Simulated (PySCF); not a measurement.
# Reading the logs of faulty runs: B2GeH4N cation

These are calculations, not measurements. The program is PySCF 2.14.0, an open-source quantum chemistry code, run on an isolated molecule that a program drew, which may never have been made. The molecule is B2GeH4N cation (charge +1, singlet), drawn as the SMILES string `N=B[B+][GeH3]`.

Each row is a Hartree-Fock (HF) and frozen-core CCSD(T) single point in the cc-pVDZ basis, meant for a local HF minimum. Run 1 is clean. Each other run has one planted mistake out of seven kinds, and not every kind appears here: one electron removed, one electron added, multiplicity raised by two, geometry at a saddle point, minimal basis STO-3G, one bond length entered in bohr, all coordinates scaled. The reference is restricted for singlets and unrestricted otherwise, and also for a bond in bohr. Adding or removing an electron swaps singlet and doublet. Electrons count all cores. HOMO and LUMO are orbital energies over both spins, the gradient is its largest component, and the lowest frequency (negative if imaginary) is given only where the gradient is small. Bond lengths are over the 7 bonds as drawn. T1 is the CCSD diagnostic: over 0.02 (restricted) or 0.045 (unrestricted) a single reference is doubtful. Germanium has the cc-pVDZ-PP basis, with a core potential (ECP10MDF) in place of its 10 inner electrons, and its 3s, 3p and 3d shells are frozen in CCSD(T).

Geometry of the clean run:
```xyz
8
B2GeH4N cation, angstrom
N    -1.3675   -0.9515   -1.4933
B    -1.2921   -0.2602   -0.4978
B    -1.1888    0.6897    0.8699
Ge   -1.0573    1.9026    2.6170
H    -1.4293   -1.5160   -2.3080
H    -0.6517    3.2563    2.0654
H    -2.4615    1.8361    3.1872
H     0.0047    1.2012    3.4426
```

| run | electrons | basis functions | <S^2> | HOMO (eV) | LUMO (eV) | gradient (hartree/bohr) | lowest frequency (cm^-1) | mean bond (Å) | longest bond (Å) | T1 | HF (hartree) | CCSD(T) (hartree) | mistake |
|---|---|---|---|---|---|---|---|---|---|---|---|---|---|
| 1 | 52 | 85 | 0.000 | -16.90 | -5.65 | 3.2e-05 | 117 | 1.5083 | 2.131 | 0.0250 | -399.19694 | -399.64930 | no fault |
| 2 | 53 | 85 | 0.772 | -8.05 | 0.86 | 4.0e-02 | - | 1.5083 | 2.131 | 0.0194 | -399.44734 | -399.90107 | one electron added |
| 3 | 51 | 85 | 0.764 | -21.91 | -13.53 | 9.0e-02 | - | 1.5083 | 2.131 | 0.0261 | -398.65729 | -399.04550 | one electron removed |
| 4 | 52 | 85 | 0.314 | -13.90 | -6.12 | 2.6e-02 | - | 1.7791 | 4.027 | 0.0664 | -399.09824 | -399.54421 | one bond length entered in bohr |
| 5 | 52 | 85 | 2.021 | -13.78 | -6.97 | 1.7e-01 | - | 1.5083 | 2.131 | 0.0165 | -399.12451 | -399.52044 | ? |

**Which mistake was planted in run 5, and what did it cost?**

Electrons, basis and geometry are unchanged, and <S^2> is 2.021, beside S(S+1) = 2.00 for a multiplicity of 3. So the mistake is: multiplicity raised by two. Subtracting run 1 and multiplying by 627.51 kcal/mol a hartree, the energy moved by 45.5 kcal/mol in HF and 80.9 kcal/mol in CCSD(T).

Cautions from the logs. Run 1: T1 is over the limit, so its CCSD(T) energy is less reliable; run 4: T1 is over the limit, so its CCSD(T) energy is less reliable.
